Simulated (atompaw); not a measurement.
**Before and after: PAW (atompaw) potential for Cs (Z = 55)**

Cs (Z = 55), PAW, made with atompaw 4.2.0.5 (PBE, non-relativistic). Core [Kr] 4d10, reference 5s2 5p6 5d0 6s0.5 6p0.5. Waves: 5s (bound): rc 2.25 bohr; 6s (bound): rc 3.00 bohr; 5p (bound): rc 3.00 bohr; 6p (bound): rc 3.00 bohr; 5d (bound, empty): rc 3.00 bohr; 5d channel at 1.85 Ry: rc 3.00 bohr. Local part: troulliermartins scheme with l = 3 at -0.5 Ry, radius 2.85 bohr. Core correction: smooth core density matched at 1.60 bohr. Augmentation charge: sinc compensation charge, radius 2.40 bohr; PAW radius 3.00 bohr; waves and projectors: custom rrkj gramschmidtortho.

All-electron outer shells of the reference configuration (PBE, non-relativistic, ld1.x):

```json
{"shell": "4p", "level (eV)": "-157.89", "outermost node (bohr)": "0.36", "outermost maximum (bohr)": "0.68"}
{"shell": "4d", "level (eV)": "-78.06", "outermost node (bohr)": "0.33", "outermost maximum (bohr)": "0.72"}
{"shell": "5s", "level (eV)": "-25.36", "outermost node (bohr)": "0.86", "outermost maximum (bohr)": "1.62"}
{"shell": "5p", "level (eV)": "-14.21", "outermost node (bohr)": "0.90", "outermost maximum (bohr)": "1.81"}
{"shell": "6s", "level (eV)": "-2.30", "outermost node (bohr)": "2.19", "outermost maximum (bohr)": "4.92"}
{"shell": "6p", "level (eV)": "-1.07", "outermost node (bohr)": "2.62", "outermost maximum (bohr)": "6.81"}
{"shell": "5d", "level (eV)": "-0.97", "outermost node (bohr)": "1.05", "outermost maximum (bohr)": "2.91"}
```

Change: augmentation sinc compensation charge, radius 2.40 bohr; PAW radius 3.00 bohr; waves and projectors: custom polynom2 7 10 vanderbiltortho.

Cutoffs: the cutoffs (Ry, on a coarse ladder) from which the occupation-weighted sum of valence levels, in a spherical-Bessel basis at the reference potential, stays within 10 and 1 mRy of its value at 400 Ry; they do not see the model core or the augmentation charge, which bear on the density cutoff.

Task: What does the change do?

Result: The potential gets harder (10 Ry and 15 Ry → 18 Ry and 40 Ry); both files keep a bound ghost (s); the range in which the s phases agree narrows (upper end at the end of the scan → 0.6).

| quantity | base | changed |
| --- | --- | --- |
| cutoff, loose | 10 Ry | 18 Ry |
| cutoff, tight | 15 Ry | 40 Ry |
| loose cutoff by channel (10 mRy a level) | s 8 Ry, p 6 Ry | s 6 Ry, p 10 Ry |
| bound ghosts | s | s |
| s: phases at 3.00 bohr within 0.05 rad from the reference energy up to (Ry; the scan ends near 5) | to the end of the scan | 0.6 |
| p: phases at 3.00 bohr within 0.05 rad from the reference energy up to (Ry; the scan ends near 5) | 1.3 | 1.1 |
| d: phases at 3.00 bohr within 0.05 rad from the reference energy up to (Ry; the scan ends near 5) | 3.6 | 3.1 |
| lowest overlap eigenvalue by channel | s 0.10, p 0.11, d 0.36 | s 0.38, p 0.84, d 0.86 |

 A true bound ghost makes a file unfit for plane-wave use even where its test errors are small: the radial tests pick states by their node count and pass the ghost by. The cutoffs see the waves, projectors and local potential, not the compensation charge or the core.
